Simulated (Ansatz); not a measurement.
Cu₂Ni⁺, relaxed as a doublet with UKS PBE-D4/def2-TZVP in Ansatz, starting from the PBE-D4/def2-TZVP geometry of the neutral singlet. Force threshold 0.02 eV/Å.

The gap within one spin of the relaxed charge 1 doublet nearly closes, so an electron or hole may be smeared out by delocalisation error. The relaxation made no stability test and no search for a lower SCF solution. No other spin state of charge 1 was run. The structure comes from a short search, and lower isomers may exist.

Start:

```csv
atom,x (Å),y (Å),z (Å)
Ni1,0.310,-0.496,-1.163
Cu2,0.445,1.260,0.310
Cu3,-0.755,-0.764,0.854
```

Estimate the energy that the relaxation releases and the steps that it takes.

0.5 kcal/mol, in 3 steps; 7 s on 4 threads of Arm Neoverse V1 on a shared host. No frequencies were taken in this run, so the end may be a saddle point.

Does the start keep its bonding and symmetry?

By distances, no bond broke or formed. The bond that changes most is Ni1–Cu2, from 2.30 to 2.35 Å (atoms count from 1). Point group C2v at the start, C2v at the end, both within 0.05 Å.

Predict the relaxed structure.


```xyz
3

Ni    0.322   -0.515   -1.207
Cu    0.434    1.260    0.334
Cu   -0.755   -0.745    0.873
```
Bond lengths (bridged metal pairs left out): 2 × Cu–Ni 2.35 Å; 1 × Cu–Cu 2.39 Å.
